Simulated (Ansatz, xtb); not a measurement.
**Ranking isomers of C5H8GeSi**

5 gas-phase structures of C5H8GeSi, from a drawn sample of its isomers (lower ones may exist). Each was relaxed with GFN2-xTB; where two conformers were screened, the lower at r2SCAN-D4/def2-SVP//GFN2-xTB is listed:

A. `CC#[C][GeH2][C]#C[SiH3]`, a singlet
B. `C#C/C=C1/[CH2][GeH2][SiH2]1`, a singlet
C. `C#[C][GeH2][C]#C[SiH2]C`, a singlet
D. `C#CC[SiH2][GeH2][C]#C`, a singlet
E. `C#C[CH2][GeH2][C]#C[SiH3]`, a singlet

**Question.** Estimate their order in r2SCAN-D4/def2-SVP//GFN2-xTB energy at these geometries, lowest first.

**Answer.** Calculated order at r2SCAN-D4/def2-SVP//GFN2-xTB: B (0.000), C (0.264), A (0.313), E (0.681), D (0.806) eV. CCSD(T)/def2-SVP + ΔMP2/def2-TZVPP after further relaxation puts C lowest instead.

Energies above the lowest of each column, in eV; the last columns are at r2SCAN-D4/def2-SVP geometries (a dash: not run or not comparable):

```csv
structure,GFN2-xTB,HF/STO-3G,r2SCAN-D4/def2-SVP//GFN2-xTB,r2SCAN-D4/def2-SVP,CCSD(T)/def2-SVP + ΔMP2/def2-TZVPP
B,0.000,0.717,0.000,0.000,0.222
C,1.006,0.000,0.264,0.378,0.000
A,0.441,0.120,0.313,0.434,0.184
E,0.775,0.802,0.681,0.778,–
D,0.785,0.978,0.806,0.847,–
```

CCSD(T)/def2-SVP + ΔMP2/def2-TZVPP puts C lowest of those it was run on; GFN2-xTB picks B, r2SCAN-D4/def2-SVP//GFN2-xTB picks B, r2SCAN-D4/def2-SVP picks B. CCSD(T)/def2-SVP + ΔMP2/def2-TZVPP orders those it was run on as C (0.000), A (0.184), B (0.222) eV. Less than 1 kcal/mol parts A and B, so the order within that pair means little. Flexible structures stand in one conformer each, not always the lowest. A keeps a small imaginary mode. Frequencies (GFN2-xTB) were run for A, B, C alone. The ΔMP2 step shifts differences by up to 0.195 eV, which makes them less sure. ΔMP2 is the change of the MP2 energy from the smaller to the larger basis.

Over these structures GFN2-xTB departs from r2SCAN-D4/def2-SVP//GFN2-xTB by 0.221 eV on average once a common shift is removed. A GFN2-xTB relaxation took about 0.11 s and the r2SCAN-D4/def2-SVP//GFN2-xTB energy about 2.3 s on a shared host (Ansatz 0.2.0, xtb 6.7.1).
